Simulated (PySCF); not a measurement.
C8H11 (doublet state).
Z-matrix (Å and degrees, GFN2-xTB geometry), rows numbered from 1:
```
C 
C   1  1.5343
C   2  1.5344  1  109.94
C   2  1.4842  1  110.33  3  -121.92
C   4  1.4199  2  126.23  1  -119.13
C   5  1.3649  4  108.15  2   180.00
C   6  1.4559  5  108.07  4    -0.03
C   7  1.3592  6  108.10  5     0.00
H   1  1.0874  2  110.39  3   179.00
H   1  1.0870  2  110.49  3    58.97
H   1  1.0877  2  109.95  3   -61.02
H   2  1.0958  1  108.72  3   118.84
H   3  1.0878  2  109.94  1    60.93
H   3  1.0871  2  110.54  1   -59.06
H   3  1.0875  2  110.38  1  -179.11
H   5  1.0742  4  124.82  2    -0.01
H   6  1.0745  5  127.33  4   179.98
H   7  1.0743  6  124.49  5  -179.98
H   8  1.0734  4  125.13  2    -0.00
```

The hyperfine couplings belong to this conformer and change with its torsions.

As a line formula: `CC(C)[C]1C=CC=C1` [radical].

The calculation used PySCF, UKS B3LYP, pcH-1 on C H, non-relativistic, mean-field spin-orbit, GIAO. The structure is a single GFN2-xTB conformer in the gas phase; no vibrational or solvent corrections. A GFN2-xTB geometry isn't a minimum of the functional, and hyperfine couplings can be far from their values at a DFT geometry. Stability of the SCF solution: not tested.

What is the g tensor, term by term?

```
                    Δg (ppm)     1     2     3
relativistic mass correction  -143  -143  -143
            gauge correction     1    38    27
   orbital Zeeman/spin–orbit   -64   118   735
                       total  -207    13   619
```

So g = 2.00211, 2.00233, 2.00294 and g_iso = 2.00246; the tensor is rhombic: the two nearest values differ by 27 % of g3 − g1. Axes: g2 points within 1° of the C2–C4 bond and g3 points within 1° of the C6–C7 bond.

What are the electron Larmor frequencies g μB B/h along the three axes at 330 mT?

9.2473, 9.2483, 9.2511 GHz for g1, g2 and g3, a range of 3.8 MHz.

Average each term over the three axes. Which is largest in size?

The orbital-Zeeman/spin–orbit term 263, the mass correction -143 and the gauge correction 22 ppm, for a total of 142 ppm. The orbital-Zeeman/spin–orbit term is the largest in size. The mass correction is the same along every axis, so the anisotropy comes from the other two: their spans along these axes are 37 (gauge) and 799 ppm (orbital Zeeman/spin–orbit).

What effective moment and Curie constant follow for a powder?

With the mean of g² = 4.0098 and S(S+1) = 0.75: μ_eff = √(⟨g²⟩S(S+1)) = 1.734 μB and χT = 0.12505·⟨g²⟩·S(S+1) = 0.376 cm³ K/mol (cgs; spin-Hamiltonian part alone).

In a frozen sample, at which fields do the three g values resonate at 9.5, 34, 94 and 263 GHz (hyperfine left aside), and which band first spreads them over more than twice a line width of 1.0 mT?

```json
{"band": "X", "GHz": "9.5", "B(g3) mT": "338.88", "B(g2) mT": "338.98", "B(g1) mT": "339.02", "spread mT": "0.14"}
{"band": "Q", "GHz": "34.0", "B(g3) mT": "1212.83", "B(g2) mT": "1213.20", "B(g1) mT": "1213.33", "spread mT": "0.50"}
{"band": "W", "GHz": "94.0", "B(g3) mT": "3353.12", "B(g2) mT": "3354.13", "B(g1) mT": "3354.50", "spread mT": "1.38"}
{"band": "J", "GHz": "263.0", "B(g3) mT": "9381.60", "B(g2) mT": "9384.43", "B(g1) mT": "9385.46", "spread mT": "3.87"}
```

The spread grows in proportion to the frequency. J band is the first where it exceeds 2.0 mT.

The Mulliken spin populations are largest on C4 (+0.59), C6 (+0.37), C7 (+0.26) and C5 (-0.14). Three atoms exceed +0.15. The positive populations add up to 1.28 and the negative ones to -0.28, together 2S = 1. The angles at C4 add up to 360.0°, so it is planar.

The HOMO–LUMO gaps are 7.20 eV among the α and 2.46 eV among the β orbitals.

Hardware: an AMD EPYC 7R43 with one thread, shared host. Cost: 69 s of wall time (grids of density and orbitals included), 0.97 GiB resident at most.
